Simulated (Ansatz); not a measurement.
Worked example: SnH(CH3)3 + CHBrI2 → Sn(CH3)3I + CH2BrI

Species: SnH(CH3)3, singlet; CHBrI2 (bromodiiodomethane) `BrC(I)I`, singlet; Sn(CH3)3I (iodotrimethylstannane), singlet; CH2BrI (bromoiodomethane) `BrCI`, singlet. The partners trade H for I: Sn–H and C–I bonds give way to Sn–I and C–H.

Shapes, held fixed at every level: PBE0-D4/def2-TZVP. Programs: Ansatz 0.2.0. The zero-point and thermal change to 298 K, harmonic and unscaled (PBE0-D4/def2-TZVP), is +12.6 kJ/mol.

At CCSD(T)/def2-TZVPP; 1 Eh = 2625.50 kJ/mol:

| species | energy (Eh) |
| --- | --- |
| SnH(CH3)3 | -333.771268 |
| CHBrI2 | -3205.606009 |
| Sn(CH3)3I | -630.377348 |
| CH2BrI | -2909.076229 |

**Question.** Work out ΔH(298 K) of the reaction at this level.

**Answer.** 
1. Products less reactants: (-630.377348) + (-2909.076229) − [(-333.771268) + (-3205.606009)] = -0.076300 Eh = -200.3 kJ/mol.
2. With the thermal change: -200.3 + (+12.6) = -187.7 kJ/mol.

Other levels give -227.5 (HF/def2-TZVPP) to -179.0 kJ/mol (SPW92/def2-TZVPP). No measured value is set beside it here. For atoms past krypton def2 sets carry core potentials with scalar relativity. Relativity is left out for Br. Outer-core shells of Br, I, Sn are correlated in most correlated rows, in sets that cover them unevenly. The median of the other levels is -195.5 kJ/mol.
